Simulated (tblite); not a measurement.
Isomers of C8H16N2. All values are computed: GFN2-xTB (tblite) harmonic vibrations without scaling, gas phase. Errors from tens to a few hundred cm⁻¹ against measured bands are possible. One conformer each.

Electronic energies: GFN2-xTB at the same geometries; isomer energies are rough at this level and their order can be wrong.

```tsv
SMILES	electronic energy, lowest = 0 (kcal/mol)
CC(C)=N/N=C\C(C)(C)C	9.8
C=C[C@H]1CCN(CCC)N1	24.6
CCCN/N=C\C1CCC1	21.1
CCCNN=C1CCCC1	0.0
```

Question: How do GFN2-xTB zero-point energies change the relative energies?

Answer: 
```tsv
SMILES	ZPE (kcal/mol)	of it from modes above 1550 cm⁻¹	electronic (kcal/mol)	with ZPE, lowest = 0 (kcal/mol)	lowest mode (cm⁻¹)	rings
CCCNN=C1CCCC1	145.1	71.2	0.0	0.0	42	1
CC(C)=N/N=C\C(C)(C)C	142.1	74.2	9.8	6.8	30	0
CCCN/N=C\C1CCC1	144.4	71.4	21.1	20.4	16i	1
C=C[C@H]1CCN(CCC)N1	144.4	71.0	24.6	23.8	36	1
```

The zero-point energies span 3.0 kcal/mol, from `CC(C)=N/N=C\C(C)(C)C` to `CCCNN=C1CCCC1`. Slightly imaginary modes are left out of the zero-point energy: `CCCN/N=C\C1CCC1` 15.5i cm⁻¹. The order is unchanged.

Question: What do entropy and thermal enthalpy add at 298.15 K and 1 bar (rigid rotor, harmonic oscillator, one conformer each)?

Answer: 
```json
{"SMILES": "CCCNN=C1CCCC1", "point group": "C1", "symmetry number": "1", "S (cal/(mol K))": "105.4", "H − H(0) (kcal/mol)": "7.61", "ZPE + H − H(0) − TS (kcal/mol)": "121.3"}
{"SMILES": "CC(C)=N/N=C\\C(C)(C)C", "point group": "C1", "symmetry number": "1", "S (cal/(mol K))": "112.2", "H − H(0) (kcal/mol)": "8.85", "ZPE + H − H(0) − TS (kcal/mol)": "117.5"}
{"SMILES": "C=C[C@H]1CCN(CCC)N1", "point group": "C1", "symmetry number": "1", "S (cal/(mol K))": "105.9", "H − H(0) (kcal/mol)": "7.63", "ZPE + H − H(0) − TS (kcal/mol)": "120.4"}
```

Not tabulated: `CCCN/N=C\C1CCC1` (lowest mode only 16i cm⁻¹).
